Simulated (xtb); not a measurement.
C2H8BN, SMILES B(CC)N. All values are semi-empirical tight-binding results from xtb (GFN2-xTB unless named), good for trends rather than for accurate numbers. Geometry: GFN2-xTB. Other conformers were not sampled.

Optimised geometry:

```xyz
12

B     -0.6560     0.3809     0.4563
H     -1.7756     0.0299     0.4551
C      0.3078     0.0864    -0.7757
C      0.3471    -1.3953    -1.1630
H      1.3303     0.4211    -0.5810
H     -0.0401     0.6510    -1.6458
H     -0.6515    -1.7511    -1.4057
H      0.7275    -1.9937    -0.3374
H      0.9897    -1.5589    -2.0271
N     -0.1804     1.0659     1.5563
H     -0.7344     1.2925     2.3653
H      0.7677     1.3968     1.6329
```
Charge 0, spin multiplicity 1.

| Property | Result |
|---|---|
| orbital gap | 5.80 eV |
| dipole moment | 1.94 D |
| zero-point energy | 65.1 kcal/mol |
| G − E(el) at 298.15 K (modified RRHO) | 47.4 kcal/mol |
| static polarisability (D4 model) | 49.0 bohr³ |
| solvation energy, GFN2-xTB/ALPB(water) | -3.4 kcal/mol |
| solvation energy, GFN2-xTB/ALPB(toluene) | -4.1 kcal/mol |

**Question.** Give the IR lines (harmonic; lines under 4 % of the strongest left out, lines within 3 cm⁻¹ merged). (Estimate from the structure and the level; the computed values follow.)

**Answer.** ν (cm⁻¹): 627 (vs), 750 (w), 824 (m), 903 (w), 1002 (w), 1056 (w), 1103 (m), 1393 (s), 1550 (s), 2611 (s), 2948 (m), 2965 (m), 3007 (m), 3024 (m), 3035 (m) (against the strongest line: vs over 80 %, s over 45 %, m over 15 %, w over 4 %, vw less)

**Question.** Give the atomic charges and the Wiberg bond orders between heavy atoms. (Estimate from the structure and the level; the computed values follow.)

**Answer.** charges (e) B1 0.24, H2 -0.11, C3 -0.14, C4 -0.09, H5 0.01, H6 0.02, H7 0.03, H8 0.02, H9 0.02, N10 -0.32, H11 0.16, H12 0.16. Bond orders B1–C3 0.99, C3–C4 1.01, B1–N10 1.43.
